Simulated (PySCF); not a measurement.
# Computed records: ClGeH3O2

Calculation on a computer-drawn molecule: optimised geometry and harmonic frequencies of an isolated molecule of the commonest isotopes, restricted reference for singlets and unrestricted otherwise, frozen core in MP2; on germanium a core potential holds 10 electrons, which the energies leave out, and 3d is frozen in MP2 and coupled-cluster steps. Program: PySCF 2.14.0.

```yaml
- formula: ClGeH3O2
  start_structure:
    atoms_angstrom:
      - [O, 2.1905, 1.1147, 0.9138]
      - [Ge, 1.5269, -0.5276, 0.6961]
      - [O, -0.0466, -0.3325, 0.0588]
      - [Cl, 2.7505, -1.419, -0.7274]
      - [H, 1.7517, 1.8542, 0.451]
      - [H, 1.6474, -1.1875, 2.0296]
      - [H, -0.467, -1.099, -0.32]
  given:
    charge: 0
    multiplicity: 1
    method: HF
    basis: "cc-pV(D+d)Z"
    basis_and_core_potential_on_germanium: "cc-pVDZ-PP ECP10MDF"
    drawn_bonds_atom: [1, 2, 2, 1, 2, 3]
    drawn_bonds_other_atom: [2, 3, 4, 5, 6, 7]
    drawn_bonds_order: [1, 1, 1, 1, 1, 1]
  results:
    optimised_atom_element: [O, Ge, O, Cl, H, H, H]
    "optimised_atom_x [angstrom]": [2.07, 1.522, -0.1365, 2.674, 1.863, 1.711, -0.3487]
    "optimised_atom_y [angstrom]": [1.176, -0.4655, -0.4156, -1.424, 1.78, -1.218, -1.03]
    "optimised_atom_z [angstrom]": [1.013, 0.7764, 0.2025, -0.7837, 0.3122, 2.069, -0.487]
    "modes_frequency [cm^-1]": [131.6, 179.7, 211.2, 256.8, 312.6, 431.2, 757.0, 773.5, 787.1, 808.6, 952.8, 976.1, 2357, 4145, 4152]
    "modes_reduced_mass [dalton]": [1.469, 1.724, 2.592, 7.633, 2.269, 34.21, 2.541, 1.865, 1.576, 2.058, 1.113, 1.115, 1.02, 1.067, 1.067]
    "rotational_constants [GHz]": [5.638, 2.881, 2.224]
    "total_energy [hartree]": -904.4538
    "convergence_status_largest_gradient_component [hartree/bohr]": 7.046e-06
```
